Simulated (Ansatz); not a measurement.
C$_{4}$H$_{4}$S, charge -1, doublet, at a GFN2-xTB geometry (a state made from the parent by changing its charge; the spin is typed, not shown lowest) (a gas-phase anion, which may not be bound at this level). Base run: B3LYP/6-311G** (Ansatz, a program for electronic structure).

The Ansatz input:
Ansatz 0.2 input:
```yaml
crystal:
  periodic: [false, false, false]
  atoms:
    - {symbol: C, position_ang: [0.37858705, -1.40799270, 0.17076680]}
    - {symbol: C, position_ang: [-0.96397958, -1.08753912, 0.20720749]}
    - {symbol: C, position_ang: [-1.23029263, 0.24736622, -0.10972511]}
    - {symbol: S, position_ang: [0.27791884, 1.18476965, -0.17944570]}
    - {symbol: C, position_ang: [1.21958090, -0.29303038, 0.11664142]}
    - {symbol: H, position_ang: [0.77263208, -2.41463041, 0.26988164]}
    - {symbol: H, position_ang: [-1.76243806, -1.80491837, 0.36921296]}
    - {symbol: H, position_ang: [-2.13061493, 0.79473067, 0.13096781]}
    - {symbol: H, position_ang: [2.25034507, -0.28432037, -0.20827477]}
basis:
  gaussian:
    orbitals: 6-311G__.json
hamiltonian:
  xc: b3lyp
total_charge: -1
magnetization: {spin_polarized: true, initial_magnetization: 1}
```
The basis file holds 6-311G** in the JSON format of the Basis Set Exchange.

Each row names what was changed in the base input (with any setting that the change needs).

```tsv
change	ΔE vs base (kcal/mol)
base	0.000
forces = on	0.000
point_charge = charge:1.0 position_ang:-0.1093, -0.774, 5.4976	-60.44
final_grid = 4, 8, 17	0.034
final_grid = 10, 20, 41	-0.001
fitting.mean_field = def2-universal-JKFIT	-0.033
accuracy = high	-0.002
lower_state_search = full	0.000
lower_state_search = light	0.000
final_grid = 6, 12, 29	-0.001
point_charge = charge:-1.0 position_ang:-2.8258, 3.2655, 2.8103	61.20
```

A gas-phase anion may not be bound at this level; its values then depend on the basis.
